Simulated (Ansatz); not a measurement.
A nudged elastic band was laid between two geometries of CH5N + ClH5Si2 (15 atoms, charge 0, multiplicity 1).

Method: Ansatz, RKS revPBE-D4/6-31G*.

```json
{"movable images": "2", "climbing image": "no", "spring": "5.0 eV/Å²", "optimiser": "quadratic models (default)", "start path": "through a guess of the saddle point", "force threshold": "0.05 eV/Å", "iteration limit": "60", "end points": "relaxed"}
```

Initial state:

```xyz
15
Properties=species:S:1:pos:R:3
Si -1.160 -1.085 1.327
Cl 0.480 -1.330 2.639
H -1.016 -2.084 0.218
H -2.341 -1.520 2.154
Si -1.336 1.115 0.552
H 1.755 0.417 0.297
N 1.145 -0.179 -0.273
C 1.294 0.161 -1.702
H -2.617 1.752 1.041
H -0.213 1.971 1.056
H -1.394 1.147 -0.946
H 1.480 -1.135 -0.112
H 1.003 1.213 -1.854
H 2.318 0.020 -2.105
H 0.601 -0.464 -2.291
```

Final state:

```xyz
15
Properties=species:S:1:pos:R:3
Si -0.948 -0.872 0.179
Cl 1.294 0.871 2.129
H -1.489 -1.415 -1.115
H -1.164 -1.889 1.255
Si -1.631 1.323 0.677
H 1.244 -0.249 0.852
N 0.901 -0.890 -0.072
C 1.408 -0.219 -1.303
H -1.784 1.546 2.141
H -0.739 2.309 -0.005
H -2.993 1.439 0.030
H 1.293 -1.837 0.021
H 1.088 0.833 -1.271
H 2.508 -0.248 -1.308
H 1.013 -0.702 -2.211
```

Problem. Which bonds break or form, and what moves?

Solution. Bonds broken: Si1–Cl2. Bonds formed: Si1–N7. CH5N + ClH5Si2 becomes CH10NSi2 + Cl.

Problem. What energy profile does the band end with?

Solution. The run converged. The highest image is number 2 of 0 to 3, 0.35 eV above the first end and 0.02 eV above the last; the last end lies 0.33 eV above the first. No image climbed, so the highest image needn't sit at the top of the path. So few images can step over the top or miss a turn of the path. The orbitals stay closed-shell, which can raise the energy where a bond breaks towards radicals; this wasn't checked here.

```
image  path coordinate (Å)  energy (eV)  Si1–Cl2 (Å)  Si1–N7 (Å)
    0                 0.00         0.00         2.11        2.95
    1                 2.15         0.02         2.13        2.45
    2                 4.29         0.35         2.41        2.02
    3                 6.44         0.33         3.44        1.87
```

Problem. What is the geometry of the highest image?

Solution. 
```xyz
15
Properties=species:S:1:pos:R:3
Si -0.686 -0.758 0.663
Cl 0.566 -0.109 2.613
H -1.060 -1.303 -0.729
H -1.215 -1.903 1.475
Si -1.686 1.363 0.641
H 1.722 -0.105 0.578
N 1.188 -0.690 -0.088
C 1.297 -0.199 -1.493
H -2.374 1.683 1.931
H -0.594 2.374 0.415
H -2.668 1.511 -0.493
H 1.578 -1.640 -0.010
H 0.962 0.848 -1.520
H 2.335 -0.271 -1.855
H 0.635 -0.803 -2.128
```

The band took 12 iterations and about 2.4 core-minutes.

Time of the run: 73 s on 2 threads of Arm Neoverse V2, on a shared host, peak memory 0.17 GiB.
